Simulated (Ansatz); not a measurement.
Input file for `F[B]1C=[CH][GeH2]1`:

```yaml
crystal:
  periodic: [false, false, false]
  atoms:
    - {symbol: F, position_ang: [-1.260618, -0.621617, -2.185170]}
    - {symbol: B, position_ang: [-0.591879, -0.298781, -1.101388]}
    - {symbol: C, position_ang: [0.814694, 0.319593, -0.932948]}
    - {symbol: C, position_ang: [0.944486, 0.414094, 0.411992]}
    - {symbol: Ge, position_ang: [-0.801110, -0.330969, 0.973885]}
    - {symbol: H, position_ang: [1.571322, 0.629115, -1.652434]}
    - {symbol: H, position_ang: [1.818683, 0.809514, 0.925272]}
    - {symbol: H, position_ang: [-1.701131, 0.658541, 1.739315]}
    - {symbol: H, position_ang: [-0.705947, -1.625691, 1.804376]}
basis:
  gaussian: {orbitals: def2-TZVPP}
correlation: {method: ccsd_t}
output: {orbitals: {seedname: orbitals}}
```

```sh
$ ansatz run in.yaml --threads 4 --pin off --events-out ev --progress --plain
```

The program prints (abridged):

```
Functional definition: HF
1413 factors; integrals over basis functions are off by at most 9.3e-4 eV
mean field evaluation 1: about -61974.3068 eV, gradient 3.5e1 eV
mean field evaluation 2: about -61974.5024 eV, gradient 3.6e1 eV
mean field evaluation 4: about -61977.7155 eV, gradient 3.9e0 eV
mean field evaluation 8: about -61977.7738 eV, gradient 2.4e-1 eV
mean field -61977.77406141 eV, -2277.6411867125 hartree, gradient 1.2e-6 eV, S^2 0.000000; 0 other end points of the search recorded, 0 dependent functions left out
13 core orbitals not correlated: weight in the atoms' cores, before any rotation towards them, 1.000 or more for the frozen orbitals, at most 0.000 for the correlated occupied ones
reference -61977.77406141 eV, -2277.6411867125 hartree; 18, 18 occupied and 197, 197 virtual orbitals, 1413 factors
second order -24.63883566 eV of doubles, -0.00000000 eV of singles
cycle   1  -24.50060349 eV  change    1.4e-1 eV  update   1.2e-1
cycle   2  -25.18693897 eV  change   -6.9e-1 eV  update   3.5e-2
cycle   3  -25.31587003 eV  change   -1.3e-1 eV  update   1.9e-2
cycle   4  -25.30141089 eV  change    1.4e-2 eV  update   5.1e-3
cycle   5  -25.29927288 eV  change    2.1e-3 eV  update   2.6e-3
cycle   6  -25.30094885 eV  change   -1.7e-3 eV  update   8.3e-4
cycle   7  -25.30080724 eV  change    1.4e-4 eV  update   3.8e-4
cycle   8  -25.30071273 eV  change    9.5e-5 eV  update   1.3e-4
cycle   9  -25.30078250 eV  change   -7.0e-5 eV  update   5.2e-5
cycle  10  -25.30079723 eV  change   -1.5e-5 eV  update   1.8e-5
perturbative correction -1.06912759 eV, -0.0392897142 hartree
Total energy: -62004.14398622 eV, -2278.6102635753 hartree
```

It took 2.5 min on 4 threads of a server CPU on a shared host, with 4 GiB of host memory at the peak.

Correlation energy per correlated electron: -0.732 eV. T1 diagnostic: 0.0133.
